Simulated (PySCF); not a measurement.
Mo(NH)(S)(Cl)2 (Cl2HMoNS), SMILES [NH]=[Mo](=[S])([Cl])[Cl], multiplicity 1.

Geometry: B3LYP-D3(BJ)/def2-SVP. The multiplicity is an assumed one; no other spin state was optimised. The structure was generated by enumeration; whether it is a known compound was not checked. The def2 effective core potentials stand for the cores of Mo; spin–orbit coupling is left out.

Computed with PySCF with B3LYP/def2-TZVP.

Symmetry labels are those of the subgroup Cs that the program uses (full group Cs).

Computed valence orbital energies around the gap with their symmetry:
| orbital | symmetry | energy (eV) |
|---|---|---|
| HOMO−7 | A" | -10.72 |
| HOMO−6 | A' | -10.34 |
| HOMO−5 | A" | -9.57 |
| HOMO−4 | A' | -9.49 |
| HOMO−3 | A' | -9.11 |
| HOMO−2 | A" | -8.76 |
| HOMO−1 | A" | -8.24 |
| HOMO | A' | -7.78 |
| LUMO | A' | -3.76 |
| LUMO+1 | A" | -3.49 |
| LUMO+2 | A' | -2.46 |
| LUMO+3 | A" | -2.37 |
